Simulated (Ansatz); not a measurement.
Pulling on the Sn1–H2 bond in H2Sn (SMILES [SnH2]) (multiplicity 1 held, fragments rigid). Energies count from the point at 1.780 Å.
Geometry at that point (charge 0, multiplicity 1):
```xyz
3

Sn     0.0066    -0.0006     0.0477
H     -0.1750    -1.2509    -1.2068
H     -0.1544     1.2789    -1.1799
```

Signs of static correlation in def2-TZVPP, with CASSCF(2,2), from Ansatz (a quantum-chemistry and plane-wave program) runs.

```
R (Å)  T1 of restricted CCSD  ⟨S²⟩ of UHF  largest double amplitude of restricted CCSD  weight of the CASSCF reference in MRCISD  CASSCF natural occupations
-----  ---------------------  -----------  -------------------------------------------  ----------------------------------------  --------------------------
1.424                  0.012        0.265                                        0.087                                     0.929                   1.98 0.02
1.602                  0.013        0.203                                        0.082                                     0.929                   1.98 0.02
1.780                  0.013        0.145                                        0.077                                     0.929                   1.97 0.03
1.959                  0.015        0.092                                        0.071                                     0.929                   1.95 0.05
2.137                  0.018   (withheld)                                        0.079                                     0.929                   1.94 0.06
2.404                  0.024        0.222                                        0.140                                     0.929                   1.89 0.11
2.671                  0.035        0.604                                        0.212                                     0.929                   1.83 0.17
3.116                  0.063        0.873                                        0.347                                     0.930                   1.67 0.33
3.561                  0.101        0.965                                        0.518                                     0.930                   1.47 0.53
4.095             (withheld)        1.000                                        0.741                                     0.930                   1.27 0.73
4.807                  0.183        1.012                                        0.966                                     0.930                   1.12 0.88
5.697                  0.196        1.014                                        1.090                                     0.930                   1.04 0.96
```

Fill in the missing entries.


- 2.137, ⟨S²⟩ of UHF: 0.045
- 4.095, T1 of restricted CCSD: 0.146

Doubts at one or more of the structures used: a restricted determinant that unrestricted orbitals would lower (R-CCSD(T)/def2-TZVPP); T1 above 0.05 (R-CCSD(T)/def2-TZVPP, U-CCSD(T)/def2-TZVPP); other coupled-cluster roots lie near (R-CCSD(T)/def2-TZVPP); a spin-contaminated determinant (U-CCSD(T)/def2-TZVPP).
